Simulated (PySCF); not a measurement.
GeHCl: from structure and modes to constants

These are results of PBE0 in PySCF with Ge def2-TZVP, H def2-TZVP, Cl def2-TZVP; no relativity; density-fitted integrals, not measurements.

The singlet minimum has Cs symmetry. Masses (u): Ge 73.92118, H 1.00782, Cl 34.96885.

```xyz
3
charge 0 multiplicity 1, angstrom
Ge   -0.5106    0.0000   -0.4690
H    -1.6444    0.0000    0.6608
Cl    1.1277    0.0000    0.9737
```

Harmonic wavenumbers (cm⁻¹): 403.9 (a', ×1), 728.3 (a', ×1), 1903.2 (a', ×1).

Q: Find the principal moments of inertia and the rotational constants. What kind of rotor is it?

A: About the centre of mass I = 2.5327, 113.78, 116.32 u Å². With B = 16.8576/I this gives 6.656, 0.1482, 0.1449 cm⁻¹. The molecule is an asymmetric top with κ = -1.00.

Q: What is the harmonic zero-point energy?

A: Half the sum of all 3 wavenumbers, 3035/2 = 1518 cm⁻¹, which is 18.2 kJ/mol (1 cm⁻¹ = 0.0119627 kJ/mol).

Q: Find the vibrational entropy and heat capacity at 298.15 K.

A: With u = 1.43878 ω/T, each mode gives S = R[u/(eᵘ−1) − ln(1−e⁻ᵘ)] and C = R u² eᵘ/(eᵘ−1)².
| ω (cm⁻¹) | u | S (J/(mol K)) | C (J/(mol K)) |
| --- | --- | --- | --- |
| 403.9 | 1.949 | 3.97 | 6.12 |
| 728.3 | 3.515 | 1.15 | 3.25 |
| 1903.2 | 9.184 | 0.01 | 0.07 |
The sums over all modes are S = 5.1 and C = 9.4 J/(mol K); the softest mode gives 77 % of the entropy.

Other isomers or separated fragments may lie lower.
